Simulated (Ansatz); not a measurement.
`CC1=CC(C)=[O+][Al-]([OH])([F])[O]1`, charge 0, multiplicity 1.

Q: Give a relaxed structure at PBE0-D4/def2-TZVP (Ansatz). (An estimate is asked.)

A: Computed: 
Cartesian coordinates in Å:
```
C 0.135 1.988 -1.862
C -0.084 1.012 -0.759
C 0.448 -0.276 -0.830
C 0.293 -1.220 0.184
C 0.906 -2.573 0.064
O -0.359 -1.005 1.259
Al -1.332 0.472 1.652
O -0.933 1.170 3.143
F -2.930 0.109 1.434
O -0.772 1.440 0.226
H -0.835 2.286 -2.267
H 0.755 1.583 -2.660
H 0.600 2.889 -1.455
H 1.019 -0.549 -1.705
H 1.551 -2.750 0.928
H 1.478 -2.691 -0.854
H 0.112 -3.324 0.101
H -0.055 1.437 3.400
```
Point group Cs.
This is one stationary point; other conformers may exist.
